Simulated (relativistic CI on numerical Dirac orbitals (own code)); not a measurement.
## Hyperfine structure of Yb XXII, mass number 171

Calculated at this level of theory: Dirac-Coulomb-Breit CI, separate exchange-only KLI orbitals for each configuration, model QED (radiative potential, 1s self-energy scaled to tabulated hydrogen-like ionisation energies), unscaled Slater integrals (own radial code, finite nucleus).

CI space (outside the closed core [Ar] 3d10 4s2): 4p6 4d10 4f3, 4p6 4d10 4f2 5s, 4p6 4d10 4f 5s2, 4p6 4d10 4f2 5p, 4p6 4d9 4f4, 4p6 4d10 4f 5s 5p, 4p6 4d10 4f 5p2, 4p6 4d10 4f 5s 5d, 4p6 4d10 4f2 5d, 4p6 4d10 4f 5p 5d, 4p5 4d10 4f4, 4p6 4d9 4f2 5s2, 4p6 4d10 4f2 5f, 4p6 4d10 4f 5d2, 4p6 4d10 4f2 6s, 4p6 4d10 4f2 6p. Levels of other configurations are missing.

Nuclear spin I = 1/2, μ = 0.4923 μN (tables of Stone and Pyykkö). The electronic factors are computed for point nuclear moments, without core polarisation or the Bohr-Weisskopf and QED corrections.

| Level | E (eV) | A (MHz) |
| --- | --- | --- |
| 4p6 4d10 4f3 4I°_9/2 | 0.0000 | 2865 |
| 4p6 4d10 4f3 4I°_11/2 | 1.4900 | 2229 |
| 4p6 4d10 4f3 4I°_13/2 | 2.8746 | 1890 |
| 4p6 4d10 4f3 4F°_3/2 | 3.9489 | 3132 |
| 4p6 4d10 4f3 4I°_15/2 | 4.1569 | 1714 |
| 4p6 4d10 4f3 4F°_5/2 | 4.9127 | 1960 |
| 4p6 4d10 4f3 4F°_7/2 | 5.4066 | 1894 |
| 4p6 4d10 4f3 4G°_5/2 | 6.0893 | 2998 |

Levels with J = 0, under 50 % of one LS term, or S terms without an open s electron are left out. Small factors come from cancelling terms and can be off by tens of per cent or more.

At this charge transitions that keep the count of f electrons are usually good to a few per cent. Terms inside the open d or f shell come out 10 to 20 % too wide with unscaled integrals. Levels that differ in their count of f electrons can be misplaced by several ten thousand cm⁻¹, since the correlation energy of f electrons is missing or only estimated; rates across such gaps can be off by orders of magnitude.

Give the hyperfine levels of 4p6 4d10 4f3 4I°_9/2 relative to its centre of gravity.

With K = F(F + 1) − I(I + 1) − J(J + 1), E = AK/2: F = 4: -7880, F = 5: 6447 MHz.

LS names give the leading component of a level, which can be under half, so a name can repeat, a term be missing and a line seem to break the LS rules.
